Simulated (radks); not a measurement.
Results of a calculation; reference values are marked as such.
Q: All-electron atom: the gadolinium ion Gd3+ in [Xe] 4f7. Code: a radial shooting solver on a logarithmic mesh with Libxc functionals. Model: non-relativistic Kohn-Sham, LB94 model potential, spin-polarised, spherical densities, point nucleus; open shells are filled with parallel spins first (spin-orbit coupling, left out, can overturn this in heavy ions); relativity is left out, which matters for an element this heavy. Some entries of the table are withheld. Estimate them.

| orbital | occ. | eigenvalue (hartree) | <r^2> (bohr^2) |
|---|---|---|---|
| 1s up | 1 | -1737.196 | 0.0007493 |
| 1s down | 1 | -1737.196 | 0.0007493 |
| 2s down | 1 | -278.1453 | 0.01190 |
| 2s up | 1 | -278.1414 | 0.01190 |
| 2p down | 3 | -264.9046 | 0.008846 |
| 2p up | 3 | -264.9022 | 0.008846 |
| 3s down | 1 | -62.57836 | 0.07696 |
| 3s up | 1 | -62.57825 | 0.07708 |
| 3p down | 3 | -56.62162 | 0.07201 |
| 3p up | 3 | -56.62050 | 0.07212 |
| 3d down | 5 | -45.48602 | 0.05750 |
| 3d up | 5 | -45.48199 | 0.05760 |
| 4s up | 1 | -13.33165 | 0.3906 |
| 4s down | 1 | -13.16104 | 0.3909 |
| 4p up | 3 | -11.01131 | 0.4120 |
| 4p down | 3 | -10.84183 | 0.4123 |
| 4d up | 5 | (1) | (2) |
| 4d down | 5 | (3) | (4) |
| 5s up | 1 | -2.82988 | 2.181 |
| 5s down | 1 | -2.70359 | 2.257 |
| 5p up | 3 | -2.17663 | 2.704 |
| 5p down | 3 | -2.06941 | 2.839 |
| 4f up | 7 | -1.80848 | 0.7984 |
| 4f down | 0 | -1.65473 | 0.8258 |

A: 
(1) 4d up eigenvalue (hartree): -6.87028
(2) 4d up <r^2> (bohr^2): 0.4687
(3) 4d down eigenvalue (hartree): -6.70325
(4) 4d down <r^2> (bohr^2): 0.4691
